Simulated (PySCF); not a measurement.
Converging TeP in the basis (CCSD(T))

PySCF, UHF reference; doublet, unpaired electrons π ↑; De to Te + P without counterpoise correction. Frozen cores follow the default of each basis and core potential.

```
     basis                           relativity  functions  Re (Å)  ωe (cm⁻¹)  De (eV)  frozen orbitals
  def2-SVP  scalar-relativistic core potentials         44   2.292        443     2.32                9
x2c-SVPall                        spin-free X2C         54   2.286        446     2.35               23
def2-TZVPP  scalar-relativistic core potentials         92   2.257        465     2.87                9
```

Problem. How does each smaller set differ from the one with most functions, def2-TZVPP?

Solution. def2-SVP: +3.5 pm, -4.7 % in ωe, -0.55 eV in De; x2c-SVPall: +2.9 pm, -4.1 % in ωe, -0.52 eV in De. All at CCSD(T); the set with most functions is neither the basis-set limit nor always the best. The rows treat relativity differently, so the differences are not basis effects alone.

Correlated steps freeze the inner cores (9 to 23 orbitals); shallow outer-core shells are correlated. Correlated levels converge slowly with the basis: in double zeta they bind strong bonds too weakly, by up to about 1 eV, and carry superposition errors of some tenths. Spin–orbit coupling is left out, which matters for elements this heavy, above all for dissociation energies. The state was picked by a PBE0 search and need not be the measured ground state.
